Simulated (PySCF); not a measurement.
A GIAO shielding run with PySCF (density fitting, non-relativistic, gas phase) on `CC#C[Si@]1(C)CC[SiH2]O1`, C$_{6}$H$_{12}$OSi$_{2}$:

```
{"job": {"kind": "nmr", "xc": "PBE0", "basis": "pcSseg-1"}, "charge": 0, "multiplicity": 1}
C      3.662305     0.531102    -1.639879
C      2.442681     0.309229    -0.896090
C      1.427767     0.127828    -0.271398
Si    -0.130816    -0.210785     0.666943
C      0.226452    -0.952611     2.369521
C     -1.398787    -1.140534    -0.420253
C     -2.241865    -0.075951    -1.138269
Si    -2.329714     1.453590    -0.000041
O     -0.969517     1.196855     0.868370
H      3.449038     0.558224    -2.708224
H      4.370082    -0.273330    -1.440632
H      4.111294     1.478821    -1.344301
H     -0.682279    -1.107691     2.942376
H      0.733420    -1.906173     2.273297
H      0.870647    -0.291765     2.939151
H     -2.049177    -1.745616     0.214860
H     -0.943865    -1.821895    -1.138873
H     -1.736903     0.207163    -2.064723
H     -3.213342    -0.477394    -1.427611
H     -3.452172     1.432891     0.936358
H     -2.154171     2.724985    -0.689960
```

Hardware: 1 thread of an x86-64 server CPU, shared host. The job also computes population analyses, field gradients, ring-centre shieldings.

Question: How large is the calculation?

Answer: 84 electrons, 227 basis functions and 1221 auxiliary functions.

Question: How long does it take?

Answer: 53 s of wall time, with 14 SCF cycles and 5 response iterations. Times on a shared host scatter by some tens of per cent.
